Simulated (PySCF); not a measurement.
## Ionisation energy of Ge¹³⁺ by level of theory

Ge¹³⁺ [Ar] 3d1 (2D) → Ge¹⁴⁺ [Ar] (1S), as a difference of total energies. Calculation: PySCF 2.14, in an even-tempered Gaussian basis (17 s from 0.81 bohr⁻², ratio 2.5; 11 p from 1.1 bohr⁻², ratio 2.5; 8 d from 1.1 bohr⁻², ratio 2.5; 4 f from 3.7 bohr⁻², ratio 2.7; 4 g from 5.6 bohr⁻², ratio 2.7); no relativity, point nucleus. Correlated levels: outer shells: [Ne] frozen; virtual orbitals above 40 to 60 times the deepest correlated orbital energy dropped. The calculations carry no spin-orbit coupling.

```json
{"method": "UHF", "ionisation energy (eV)": "407.57"}
{"method": "LDA", "ionisation energy (eV)": "409.02"}
{"method": "PBE", "ionisation energy (eV)": "409.10"}
{"method": "PBE0", "ionisation energy (eV)": "409.05"}
{"method": "r2SCAN", "ionisation energy (eV)": "409.30"}
{"method": "r2SCANh", "ionisation energy (eV)": "409.27"}
{"method": "PW91", "ionisation energy (eV)": "409.42"}
{"method": "MP2 (outer shells)", "ionisation energy (eV)": "407.88"}
{"method": "SCS-MP2 (outer shells)", "ionisation energy (eV)": "407.85"}
```

How much does correlation contribute at MP2 (outer shells)?

407.88 − (407.57) = 0.31 eV, measured against UHF.

A first-order spin-orbit estimate (lowest level to lowest level, LS coupling) adds 0.565 eV.

All relativistic terms are absent from these numbers, so their closeness to the reference says little about the methods.

For comparison: 407 ± 3 eV (theoretical estimate listed by NIST; NIST Atomic Spectra Database, ionization energies).
